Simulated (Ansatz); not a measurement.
Dissociation curve of AlH, singlet.

- RHF/cc-pVDZ (Ansatz, a quantum-chemistry and plane-wave program)
- RMP2 = MP2 on RHF/cc-pVDZ, frozen core in Ansatz
- UHF/cc-pVDZ (Ansatz)
- UMP2 = MP2 on UHF/cc-pVDZ, frozen core run with Ansatz
- UCCSD = CCSD on UHF/cc-pVDZ, frozen core (Ansatz)
- UCCSD(T) = CCSD(T) on UHF/cc-pVDZ, frozen core (Ansatz)
- RKS-BLYP = restricted BLYP/cc-pVDZ (Ansatz)
- UKS-BLYP = unrestricted BLYP/cc-pVDZ (Ansatz)
- RKS-B3LYP = restricted B3LYP/cc-pVDZ (Ansatz)
- UKS-B3LYP = unrestricted B3LYP/cc-pVDZ run with Ansatz
- RKS-PBE = restricted PBE/cc-pVDZ (Ansatz)
- UKS-PBE = unrestricted PBE/cc-pVDZ (Ansatz)
- FCI = full CI/cc-pVDZ, frozen core in Ansatz

All curves are set to zero at 1.66 Å and compared with full CI in the same basis at 1.66, 1.68, 1.80, 1.82, 1.93, 2.06, 2.24, 2.48, 2.74, 2.98, 3.30, 3.74, 4.08, 4.44, 5.00, 5.78, 6.68 Å.

Question: Which method stays most parallel to full CI over these points, and which least?

Answer: UCCSD(T) has the smallest spread and RHF the largest. In order (kJ/mol): UCCSD(T) 9.57, UCCSD 13.95, UKS-PBE 15.65, UKS-B3LYP 19.83, UKS-BLYP 25.86, UMP2 51.94, UHF 83.44, RKS-BLYP 94.48, RKS-PBE 106.29, RMP2 129.49, RKS-B3LYP 139.43, RHF 295.65.

Errors against full CI at some of the points (kJ/mol):

| method | 2.06 Å | 2.48 Å | 3.30 Å | 4.08 Å | 6.68 Å |
|---|---|---|---|---|---|
| UCCSD(T) | 0.3 | 1.5 | 9.5 | 5.6 | -0.1 |
| UCCSD | 1.0 | 4.0 | 13.0 | 5.1 | -1.0 |
| UKS-PBE | -10.8 | -15.7 | -6.3 | -3.9 | -0.4 |
| UKS-B3LYP | -5.2 | -5.7 | 2.8 | 4.2 | 13.6 |
| UKS-BLYP | -10.6 | -17.4 | -12.8 | -8.4 | 7.9 |
| UMP2 | -3.8 | 19.2 | 8.2 | -15.5 | -22.8 |
| UHF | 5.1 | 13.7 | -33.5 | -61.6 | -69.8 |
| RKS-BLYP | -10.6 | -17.4 | -8.9 | 20.1 | 76.5 |
| RKS-PBE | -10.8 | -15.7 | -1.7 | 31.1 | 90.6 |
| RMP2 | 4.0 | 13.5 | 50.5 | 98.4 | 89.9 |
| RKS-B3LYP | -5.2 | -5.7 | 15.4 | 55.6 | 133.2 |
| RHF | 4.3 | 15.9 | 65.1 | 137.2 | 295.7 |

The restricted form behind RHF, RMP2, RKS-BLYP, RKS-B3LYP, RKS-PBE keeps the bonding electrons paired and can't separate into open-shell fragments. The T1 diagnostic of CCSD on the restricted reference of RMP2 exceeds 0.045 at 2.74 to 6.68 Å. The unrestricted determinant behind UHF, UMP2, UCCSD, UCCSD(T) is spin-contaminated at 1.25 to 1.82, 2.48 to 6.68 Å (<S²> up to 1.0, against 0.00 for a pure singlet). The unrestricted determinant behind UKS-BLYP is spin-contaminated at 3.30 to 6.68 Å (<S²> up to 0.9, against 0.00 for a pure singlet). The unrestricted determinant behind UKS-B3LYP is spin-contaminated at 2.98 to 6.68 Å (<S²> up to 1.0, against 0.00 for a pure singlet). The unrestricted determinant behind UKS-PBE is spin-contaminated at 3.30 to 6.68 Å (<S²> up to 1.0, against 0.00 for a pure singlet).
